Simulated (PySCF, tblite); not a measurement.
Isomers of C4H5OPS, one GFN2-xTB conformer each. Single-point energies are computed at PBE0/pcSseg-1 (PySCF, gas phase, no added dispersion term), electronic only.

Problem. Rank them by PBE0/pcSseg-1 energy, lowest first (kcal/mol).
A. `[CH3:1][S:2][c:3]1[o:4][cH:5][cH:6][p:7]1` with C1–S2–C3–O4 180°
B. `[CH3:1][O:2][c:3]1[p:4][cH:5][cH:6][s:7]1` with C1–O2–C3–P4 180°
C. `[CH3:1][S:2][c:3]1[cH:4][o:5][cH:6][p:7]1` with C1–S2–C3–C4 180°
D. `[CH3:1][O:2][c:3]1[cH:4][p:5][cH:6][s:7]1` with C1–O2–C3–C4 180°

Solution. A (0.0), D (2.7), C (3.1), B (5.1).

Neighbours under 2.5 kcal/mol apart (COc1cpcs1 and CSc1cocp1; CSc1cocp1 and COc1pccs1) can change places with a better method, another conformer or zero-point energy. GFN2-xTB itself gives, in the same order: 0.0, 4.1, 1.7, 5.0. Both levels put the same isomer lowest; measured from each level's own lowest isomer, the values differ by up to 1.4 kcal/mol (CSc1cocp1: 1.7 against 3.1).

Problem. Which frontier levels, dipoles and rotational constants go with these structures?

Solution. 
```
   SMILES  HOMO (eV, PBE0/pcSseg-1)  LUMO (eV)  dipole (D)     A, B, C (MHz)
CSc1occp1                     -6.03      -0.77        0.43  3893, 1461, 1069
COc1cpcs1                     -6.44      -1.15        2.79  4228, 1397, 1057
CSc1cocp1                     -6.18      -1.00        0.47  3946, 1391, 1035
COc1pccs1                     -6.16      -0.87        2.71  3183, 1740, 1133
```

Problem. What happens when harmonic zero-point energies from GFN2-xTB frequencies are added?

Solution. 
| SMILES | ZPE (kcal/mol) | electronic (kcal/mol) | with ZPE (kcal/mol) |
| --- | --- | --- | --- |
| CSc1occp1 | 50.7 | 0.0 | 0.0 |
| COc1cpcs1 | 50.7 | 2.7 | 2.6 |
| CSc1cocp1 | 50.7 | 3.1 | 3.0 |
| COc1pccs1 | 50.7 | 5.1 | 5.0 |

The zero-point energies span 0.0 kcal/mol. The order is unchanged.
